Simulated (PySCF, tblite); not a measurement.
Isomers of C6H12OSi2. Calculated harmonic vibrations of the isolated species, GFN2-xTB (tblite), most abundant isotopes, no scaling. This tight-binding method is rough: wavenumbers can miss measured ones by several per cent, in bad cases by 10 to 20. Modes of hydrogen on silicon can be 10 to 20 % off. One conformer each.

Electronic energies: PBE0/pcSseg-1 single points on the GFN2-xTB geometries (PySCF, gas phase).

```
                           SMILES  electronic energy, lowest = 0 (kcal/mol)
    [SiH3][C@]1(C2CC2)C=CO[SiH2]1                                       7.8
        C=CC1=C(CCO)[SiH2][SiH2]1                                      27.0
        C#C[Si@@H](OC1CC1)[SiH2]C                                      27.0
[SiH3]OC1=C[SiH2][C@H]2C[C@@H]1C2                                       0.0
          C#C/C=C\C[SiH2]CO[SiH3]                                      40.6
```

Task: How do GFN2-xTB zero-point energies change the relative energies?

Result: 
| SMILES | ZPE (kcal/mol) | of it from modes above 1550 cm⁻¹ | electronic (kcal/mol) | with ZPE, lowest = 0 (kcal/mol) | lowest mode (cm⁻¹) | rings |
| --- | --- | --- | --- | --- | --- | --- |
| [SiH3]OC1=C[SiH2][C@H]2C[C@@H]1C2 | 98.5 | 48.4 | 0.0 | 0.0 | 51 | 3 |
| [SiH3][C@]1(C2CC2)C=CO[SiH2]1 | 97.4 | 49.4 | 7.8 | 6.6 | 66 | 2 |
| C=CC1=C(CCO)[SiH2][SiH2]1 | 97.2 | 52.1 | 27.0 | 25.7 | 52 | 1 |
| C#C[Si@@H](OC1CC1)[SiH2]C | 97.3 | 52.2 | 27.0 | 25.7 | 3i | 1 |
| C#C/C=C\C[SiH2]CO[SiH3] | 94.0 | 52.1 | 40.6 | 36.0 | 26 | 0 |

The zero-point energies span 4.5 kcal/mol, from `C#C/C=C\C[SiH2]CO[SiH3]` to `[SiH3]OC1=C[SiH2][C@H]2C[C@@H]1C2`. Slightly imaginary modes are left out of the zero-point energy: `C#C[Si@@H](OC1CC1)[SiH2]C` 3.0i cm⁻¹. The order is unchanged, ties at the printed digit aside.

Task: And how do the electronic energies of GFN2-xTB itself compare?

Result: `[SiH3]OC1=C[SiH2][C@H]2C[C@@H]1C2` 0.0; `[SiH3][C@]1(C2CC2)C=CO[SiH2]1` 18.7; `C=CC1=C(CCO)[SiH2][SiH2]1` 80.2; `C#C[Si@@H](OC1CC1)[SiH2]C` 61.9; `C#C/C=C\C[SiH2]CO[SiH3]` 52.1 kcal/mol, lowest = 0. Against the energies above, taken from the same isomer `[SiH3]OC1=C[SiH2][C@H]2C[C@@H]1C2`, the largest difference is 53.2 kcal/mol.

Task: What do entropy and thermal enthalpy add at 298.15 K and 1 bar (rigid rotor, harmonic oscillator, one conformer each)?

Result: 
| SMILES | point group | symmetry number | S (cal/(mol K)) | H − H(0) (kcal/mol) | ZPE + H − H(0) − TS (kcal/mol) |
| --- | --- | --- | --- | --- | --- |
| [SiH3]OC1=C[SiH2][C@H]2C[C@@H]1C2 | C1 | 1 | 98.8 | 7.04 | 76.1 |
| [SiH3][C@]1(C2CC2)C=CO[SiH2]1 | C1 | 1 | 101.1 | 7.46 | 74.7 |
| C=CC1=C(CCO)[SiH2][SiH2]1 | C1 | 1 | 106.4 | 8.16 | 73.7 |
| C#C/C=C\C[SiH2]CO[SiH3] | C1 | 1 | 115.7 | 8.93 | 68.4 |

Not tabulated: `C#C[Si@@H](OC1CC1)[SiH2]C` (lowest mode only 3i cm⁻¹).
